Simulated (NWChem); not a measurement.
Species: trisilane (Si3H8); SMILES [SiH2]([SiH3])[SiH3]

All runs: NWChem. Structure relaxed at the PBE-D3(BJ)/def2-SVP level. Total energies compare along this basis series because the functional is fixed.

| level | basis functions | energy (Ha) | highest occupied level (eV) | orbital gap (eV) | dipole (D) | relative time |
|---|---|---|---|---|---|---|
| Hartree-Fock/def2-SVP | 94 | -871.1638 | -10.57 | 13.75 | 0.12 | 1 |
| Hartree-Fock/def2-SVPD | 136 | -871.1723 | -10.48 | 12.81 | 0.13 | 3 |
| Hartree-Fock/def2-TZVP | 159 | -871.4707 | -10.47 | 13.34 | 0.14 | 6 |
| Hartree-Fock/def2-TZVPP | 238 | -871.4720 | -10.47 | 13.33 | 0.13 | 7 |

The last column is a rough cost ratio, cheapest run = 1.
